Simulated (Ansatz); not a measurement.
Cost and result for the atomization energy of C$_{2}$H$_{5}$FSi$_{2}$, SMILES `F[SiH2]C1=C[SiH2]1` (10 atoms, 10 bonds).

```xyz
10

F    -0.765    1.442   -2.123
Si    0.174    0.207   -1.733
C    -0.006   -0.126    0.062
C    -0.045   -1.158    0.911
Si   -0.180    0.398    1.805
H     1.575    0.591   -2.034
H    -0.246   -0.952   -2.559
H     0.006   -2.235    0.800
H     0.969    0.958    2.552
H    -1.483    0.874    2.319
```

The species carries charge 0 and has multiplicity 1. All single points use the PBE0-D4/def2-TZVP geometry. It is one conformer, not always the lowest. Program: Ansatz. All runs use 4 threads of an Arm Neoverse N1 on a shared host. Times are those of one run each, without the atoms' runs, and a repeat can differ threefold. Electronic energies, without spin–orbit coupling; frozen cores. CCSD(T)/CBS adds CCSD(T) − MP2 in def2-TZVPP to the MP2 limit, and its time is that of the two runs behind it. T1 = 0.013. B3LYP takes the VWN-RPA correlation (the form of Gaussian; ORCA's B3LYP/G).

CCSD(T)/CBS is a level of theory with its own doubt, some kJ/mol a heavy atom from the limit and from the frozen cores, so smaller differences don't rank the functionals.

```
                             level  functions  wall time  atomization (kcal/mol)  difference from CCSD(T)/CBS  per bond
   PBE-D4/def2-TZVPP (with forces)        247      3.9 s                   899.5                          9.9       1.0
                PBE0-D4/def2-TZVPP        247      4.7 s                   886.5                         -3.1      -0.3
r2SCAN-D4/def2-TZVPP (with forces)        247      7.5 s                   891.4                          1.8       0.2
 B3LYP-D4/def2-TZVPP (with forces)        247      7.5 s                   885.6                         -4.0      -0.4
                 B2PLYP/def2-TZVPP        247      8.5 s                   878.4                        -11.2      -1.1
                ωB97X-V/def2-TZVPP        247       13 s                   892.7                          3.1       0.3
  ωB97M-V/def2-TZVPP (with forces)        247       18 s                   891.0                          1.4       0.1
                    MP2/def2-QZVPP        461       30 s                   897.2                          7.6       0.8
                CCSD(T)/def2-TZVPP        247      3 min                   864.6                        -25.0      -2.5
                 CCSD(T)/CBS(def2)          –    3.5 min                   889.6                          0.0       0.0
```

From PBE to PBE0 (25 % exact exchange), in def2-TZVPP and without D4, the atomization energy moves by −12.2 kcal/mol: exact exchange takes away binding that semilocal exchange gives to molecules. The D4 term adds +8.8 kcal/mol with B3LYP and +4.6 kcal/mol with PBE0; it sums over pairs of atoms, weighted by their polarisabilities, and B3LYP, whose exchange is more repulsive, gets the larger term. In def2-TZVPP, CCSD(T) changes the Hartree–Fock value by +204.9 kcal/mol (the triples alone add +13.8 kcal/mol) and MP2 by +222.3 kcal/mol; breaking electron pairs costs correlation energy, which Hartree–Fock lacks.
